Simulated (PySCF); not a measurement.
## Computed properties of 2-heptanone (C7H14O), SMILES CC(=O)CCCCC

2-heptanone (C7H14O), SMILES CCCCCC(C)=O. Coordinates come from a r2SCAN-D4/def2-SVP optimisation. The values are those of a single conformer. All values are computed for the isolated molecule unless a solvent is named; none is compared with measurement here.

**Structure.** All 60 harmonic modes at r2SCAN-D4/def2-SVP (PySCF) are real, so it is a minimum. With heavy atoms numbered as in [CH3:1][CH2:2][CH2:3][CH2:4][CH2:5][C:6]([CH3:7])=[O:8], the shortest bond between them is C6–O8 at 1.213 Å and the longest C2–C3 at 1.527 Å.

**Vibrations.** The strongest infrared lines (harmonic, unscaled, degenerate partners summed) lie at 1815 cm⁻¹ (147 km/mol, C 63 %, O 36 %), 1166 cm⁻¹ (55 km/mol, C 53 %, H 45 %), 1378 cm⁻¹ (49 km/mol, H 58 %, C 41 %). The softest mode is at 40 cm⁻¹ and the zero-point energy is 123.4 kcal/mol.

**Electronic structure.** PBE0/def2-SVP (PySCF) places the frontier levels at -7.06 and -0.18 eV, a gap of 6.88 eV, and gives a dipole moment of 2.64 D and a mean polarisability of 79.5 bohr³.

**Excitations.** TDDFT-ωB97X/def2-SVP (PySCF) has S1 at 4.54 eV (273 nm, f = 0.000, dark); the most intense of the 10 singlets computed lies at 9.06 eV (f = 0.08). T1 (TDA) is at 3.97 eV. No vertical singlet excitation falls in the visible range (under 3.1 eV).

**NMR.** GIAO shifts at B3LYP/pcSseg-1 (PySCF) (non-relativistic, atoms alike by connectivity averaged): ¹³C from 19.7 to 215.0 ppm against TMS; ¹H from 1.3 to 2.5 ppm against TMS.
